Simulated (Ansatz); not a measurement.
CH6OSSi can be A, `OCS[SiH3]`, or B, `OC([SiH3])S`.

Isolated molecules relaxed with PBE0-D4/def2-TZVP in Ansatz; ΔE leaves out vibrations. CCSD(T)/CBS adds triple-zeta CCSD(T) − MP2 to the extrapolated MP2 energy (def2 sets, frozen cores). DFT in def2-TZVPP. B3LYP here is the variant with VWN-RPA as its local correlation; programs differ in this. Each species was taken in one conformer, which may not be the lowest.

Question: Which is lower in electronic energy at CCSD(T)/CBS, and by how much? (Estimate.)

Answer: The calculation gave: A, by 79.2 kJ/mol.

Question: Give E(B) − E(A) in kJ/mol with CCSD(T)/def2-TZVPP, HF/def2-TZVPP, PBE0-D4, B3LYP, CCSD(T)/def2-SVP, B2PLYP, LDA (SPW92). (An estimate is asked.)

Answer: The calculation gave: CCSD(T)/def2-TZVPP 77.6, HF/def2-TZVPP 85.4, PBE0-D4 82.7, B3LYP 80.3, CCSD(T)/def2-SVP 73.7, B2PLYP 80.3, LDA (SPW92) 75.8. None reverses the order clearly.

Question: Does the order hold for the free energy at 298.15 K (harmonic terms from PBE0-D4)? (Estimate.)

Answer: The calculation gave: Yes: G(B) − G(A) = +72.1 kJ/mol, for one conformer each. Modes under 60 cm⁻¹, often nearly free rotors, make the harmonic entropy too high.

Largest T1 diagnostic: 0.012.

At CCSD(T), def2-SVP lies −5.5 kJ/mol from the extrapolated value and def2-TZVPP −1.6 kJ/mol. Leaving LDA and LC-ωPBE aside and taking each functional with its dispersion term where it has one, the values, not all of them listed here, spread over 7.5 kJ/mol, from CAM-B3LYP-D4 to B97M-V. LDA lies −5.3 kJ/mol from PBE without D4.
